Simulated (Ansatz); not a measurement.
Reaction (redistribution): `BCC[SiH3]` + `SS[SiH2]Cl` → `[SiH3]SS` + `BCC[SiH2]Cl`

Computed with Ansatz on PBE0-D4/def2-TZVP structures; ΔE is electronic, products minus reactants. CCSD(T)/CBS is the MP2 limit (def2-TZVPP, def2-QZVPP) plus CCSD(T) − MP2 in def2-TZVPP, frozen cores. Functionals use def2-TZVPP. B3LYP here is the variant with VWN-RPA as its local correlation; programs differ in this. Each species was taken in one conformer, which may not be the lowest.

| level | ΔE (kJ/mol) | difference from CCSD(T)/CBS |
| --- | --- | --- |
| PBE-D4 | -0.2 | 2.2 |
| r2SCAN-D4 | -1.4 | 1.0 |
| PBE0-D4 | -2.6 | -0.2 |
| B3LYP-D4 | -3.5 | -1.1 |
| ωB97X-V | -6.0 | -3.6 |
| ωB97M-V | -4.3 | -1.9 |
| B2PLYP | -3.9 | -1.5 |
| PBE | -1.7 | 0.7 |
| r2SCAN | -1.5 | 0.9 |
| PBE0 | -3.8 | -1.4 |
| B3LYP | -6.1 | -3.7 |
| HF/def2-TZVPP | -13.6 | -11.2 |
| MP2/def2-TZVPP | 0.1 | 2.5 |
| SCS-MP2/def2-TZVPP | -2.7 | -0.3 |
| CCSD/def2-TZVPP | -4.9 | -2.5 |
| CCSD(T)/def2-TZVPP | -2.6 | -0.2 |
| HF/def2-QZVPP | -13.6 | -11.2 |
| MP2/def2-QZVPP | 0.2 | 2.6 |
| SCS-MP2/def2-QZVPP | -2.8 | -0.4 |
| HF/CBS(def2) | -13.6 | -11.2 |
| MP2/CBS(def2) | 0.3 | 2.7 |
| CCSD/CBS(def2) | -4.8 | -2.4 |
| CCSD(T)/CBS | -2.4 | 0 |

Largest T1 diagnostic among the species: 0.012.

In def2-TZVPP, CCSD(T) changes the Hartree–Fock value by +11.0 kJ/mol (the triples alone add +2.3 kJ/mol) and MP2 by +13.7 kJ/mol.
